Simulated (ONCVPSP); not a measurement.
Rh (Z = 45): excitation energies, all-electron against ONCV

```
Element                 : Rh (Z = 45)
Generator               : ONCVPSP 4.0.1
Type                    : optimised norm-conserving Vanderbilt (ONCV)
Functional              : PBE
Relativity              : scalar-relativistic
Frozen core             : [Ar] 3d10
Valence charge          : 17
Reference configuration : 4s2 4p6 4d8 5s1
Partial waves           : 4s+5s: rc 1.40 bohr, ncon 3, nbas 6, qcut 7.7 1/bohr, 2 projectors; 4p: rc 1.10 bohr, ncon 3, nbas 7, qcut 7.6 1/bohr, 1 projector; 4d: rc 1.85 bohr, ncon 4, nbas 9, qcut 10.1 1/bohr, 2 projectors, debl 2.1 Ha
Local potential         : polynomial inside 1.10 bohr (lpopt 5, dvloc0 4 Ha)
Core correction         : Teter function fitted to the true core (icmod 2), fcfact 0.7
```

Energies are relative to the spin-unpolarised reference configuration 4s2 4p6 4d8 5s1; without spin polarisation the order of configurations can differ from experiment.

(1) Give the all-electron excitation energy and the error of the potential for: 4s2 4p6 4d8 5s0; 4s2 4p6 4d7 5s0; 4s2 4p6 4d6 5s0; 4s2 4p6 4d7 5s2.

Levels in the configuration 4s2 4p6 4d7 5s2:

```json
{"level": "4s", "all-electron (eV)": "-86.106", "pseudo (eV)": "-86.075"}
{"level": "4p", "all-electron (eV)": "-53.875", "pseudo (eV)": "-53.859"}
{"level": "4d", "all-electron (eV)": "-8.680", "pseudo (eV)": "-8.681"}
{"level": "5s", "all-electron (eV)": "-5.319", "pseudo (eV)": "-5.317"}
```

Answers

(1)

```csv
valence configuration,charge,ΔE all-electron (eV),error AE − PS (meV)
4s2 4p6 4d8 5s0,+1,7.461,-1.7
4s2 4p6 4d7 5s0,+2,26.971,-1.9
4s2 4p6 4d6 5s0,+3,59.476,-0.3
4s2 4p6 4d7 5s2,0,2.479,+0.6
```
